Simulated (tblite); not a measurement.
Species: C6H15OP.
Numbering: `[CH3:1][O:2][CH2:3][P:4]([CH3:5])[CH:6]([CH3:7])[CH3:8]` (hydrogens: H9, H10, H11 on C1; H12, H13 on C3; H14, H15, H16 on C5; H17 on C6; H18, H19, H20 on C7; H21, H22, H23 on C8)

Cartesian coordinates in Å at the GFN2-xTB level; atoms count from 1:
```
atom  x, y, z in Å
C1     2.9189    1.0837    0.0744
O2     1.7080    0.3904   -0.0624
C3     1.1374    0.0334    1.1692
P4    -0.4444   -0.9287    0.9089
C5     0.2753   -2.2251   -0.1991
C6    -1.2357    0.1694   -0.3962
C7    -2.4858   -0.5158   -0.9413
C8    -1.5997    1.5222    0.2083
H9     2.7803    2.0245    0.6232
H10    3.6665    0.4782    0.6034
H11    3.2726    1.2996   -0.9324
H12    1.8230   -0.6059    1.7508
H13    0.9255    0.9234    1.7823
H14   -0.5145   -2.8897   -0.5424
H15    0.9891   -2.8112    0.3784
H16    0.7782   -1.7683   -1.0489
H17   -0.5090    0.3124   -1.2032
H18   -2.9709    0.1201   -1.6806
H19   -2.2441   -1.4642   -1.4161
H20   -3.1935   -0.7063   -0.1358
H21   -0.7086    2.0681    0.5085
H22   -2.2365    1.3891    1.0819
H23   -2.1370    2.1278   -0.5207
```

Level: GFN2-xTB in tblite, geometry and Hessian alike; calculated harmonic values, unscaled, isolated species. This tight-binding method is rough: wavenumbers can miss measured ones by several per cent, in bad cases by 10 to 20. One conformer, not necessarily the lowest.

Harmonic wavenumbers (cm⁻¹): 29.8, 69.1, 92.7, 139.3, 167.8, 180.0, 202.8, 214.4, 223.5, 262.7, 295.0, 300.4, 320.7, 393.4, 438.9, 650.2, 718.8, 742.1, 815.7, 877.0, 900.2, 930.7, 939.0, 981.7, 990.2, 1050.3, 1100.5, 1130.6, 1135.3, 1159.6, 1167.0, 1195.1, 1232.5, 1279.5, 1289.6, 1307.7, 1404.2, 1408.7, 1416.5, 1438.1, 1454.1, 1467.8, 1469.1, 1490.7, 1493.1, 1497.9, 1500.1, 1508.8, 2813.9, 2857.4, 2887.4, 2912.3, 2917.6, 3003.2, 3005.4, 3007.1, 3010.0, 3014.1, 3019.0, 3020.4, 3020.7, 3033.2, 3038.2.

A = 2258, B = 1139, C = 925.4 MHz; mass 134.086 u (most abundant isotopes); point group C1, symmetry number 1.

Question: What is the zero-point energy?

Answer: Half the sum of the wavenumbers: 43516 cm⁻¹ = 520.57 kJ/mol.

Question: Entropy at 200 K, 1 bar (ideal gas, RRHO, classical rotation)?

Answer: Translation 161.65, rotation 117.58, vibration 105.68: S = 384.9 J/(mol K).

Question: And Cp and H(200 K) − H(0)?

Answer: Cp = 141.42 J/(mol K), of which vibrations give 108.17 (their classical limit is 63 R = 523.8); H(200 K) − H(0) = 18.11 kJ/mol without the zero-point energy, 11.46 from vibrations.

Question: Which modes carry the vibrational entropy at 200 K?

Answer: 29.8 cm⁻¹: 21.13; 69.1 cm⁻¹: 14.21; 92.7 cm⁻¹: 11.84; 139.3 cm⁻¹: 8.64; 167.8 cm⁻¹: 7.24; 180.0 cm⁻¹: 6.72 J/(mol K); the other 57 give 35.90 together.

Question: Blend soft modes into free rotors: weight 1/[1 + (100 cm⁻¹/ν̃)⁴] for the oscillator and the rest for a rotor with moment μB/(μ + B), μ = h/(8π²ν), B = 10⁻⁴⁴ kg m². What vibrational entropy results?

Answer: 97.87 J/(mol K) in place of 105.68, which changes −T·S at 200 K by +1.56 kJ/mol.

Question: What must be added to the electronic energy to get the Gibbs energy at 200 K and 1 bar?

Answer: ZPE + [H(200 K) − H(0)] − T·S = 520.57 + 18.11 − 76.98 = 461.70 kJ/mol.

Question: How do the functions run with temperature in this model?

Answer: 
```csv
T (K),S (J/(mol K)),Cp (J/(mol K)),H − H(0) (kJ/mol),G − H(0) (kJ/mol),ln q(vib)
150,347.3,120.7,11.55,-40.55,4.08
250,418.7,162.2,25.70,-78.97,7.52
298.15,449.1,183.5,34.01,-99.87,9.11
400,509.4,229.5,55.06,-148.72,12.36
600,617.8,306.4,109.04,-261.65,18.47
900,758.2,385.2,213.67,-468.67,27.03
```

q(vib) and H(0) count from the zero-point level.

Hindered rotation and anharmonicity are outside this model. Other conformers, if any are populated, would add a mixing term that is left out. The structure is chiral; the term R ln 2 for an equal mix with its mirror image is left out.
